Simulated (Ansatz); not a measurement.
Question: Name a neutral molecule of C, N, Si and H with HOMO–LUMO gap (B3LYP/def2-TZVPP) between 5.90 and 6.20 eV and HOMO–LUMO gap (PBE0/def2-TZVPP) between 6.20 and 6.50 eV (Ansatz, PBE0-D4/def2-TZVP geometry).

Answer: `N[Si]1([SiH3])CC1` (6.05 eV, 6.45 eV); `N=C[SiH3]` (6.04 eV, 6.50 eV); `C=C(N)[SiH3]` (6.01 eV, 6.44 eV); `CC(=N)[SiH3]` (6.05 eV, 6.49 eV); `N=C[SiH2]N` (5.90 eV, 6.34 eV); `C=C[SiH2]C=N` (6.02 eV, 6.47 eV). Other molecules can fit too; these were computed, each in one conformer that needn't be the lowest.

B3LYP here is the variant with VWN-RPA as its local correlation; programs differ in this.
